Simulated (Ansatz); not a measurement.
Program: Ansatz. Geometries: PBE0-D4/def2-TZVP. ΔE: electronic, gas phase. CBS: MP2 limit from def2 TZ/QZ plus the TZ coupled-cluster correction, frozen cores. This one scheme is used for every species, atoms too. DFT in def2-TZVPP. Open shells (•) are unrestricted, without spin–orbit coupling. Spin–orbit coupling would lower the free atoms: a little for B, C, F, S.

Reaction (atomization): `FC1=NBS1` → B• + C• + F• + H• + N• + S•

CCSD(T)/CBS gives +24.99 eV.

(1) Another level gave +23.59 eV. Which?
A. B2PLYP/def2-TZVPP
B. r2SCANh/def2-TZVPP
C. BHLYP/def2-TZVPP
D. r2SCAN0-D4/def2-TZVPP

Largest T1 diagnostic among the species: 0.016.

Answers

(1) C. BHLYP 23.59, B2PLYP 24.95, r2SCANh 25.15, r2SCAN0-D4 24.67 eV.

From BLYP to BHLYP (50 % exact exchange), in def2-TZVPP and without D4, ΔE moves by −1.68 eV: exact exchange takes away binding that semilocal exchange gives to molecules. The D4 term adds +0.23 eV with B3LYP and +0.12 eV with PBE0; it sums over pairs of atoms, weighted by their polarisabilities, and B3LYP, whose exchange is more repulsive, gets the larger term. Leaving LDA and LC-ωPBE aside and taking each functional with its dispersion term where it has one, the values, not all of them listed here, spread over 3.06 eV, from BHLYP-D4 to PBE-D4. LDA lies +3.94 eV from PBE without D4, its usual overbinding.

B3LYP here is the variant with VWN-RPA as its local correlation; programs differ in this.

For atomizations the MP2-based limit and the directly extrapolated one differ by several kJ/mol either way, and by 10 to 25 for some Ge, Se and Sn compounds, so smaller differences from it don't rank the levels.
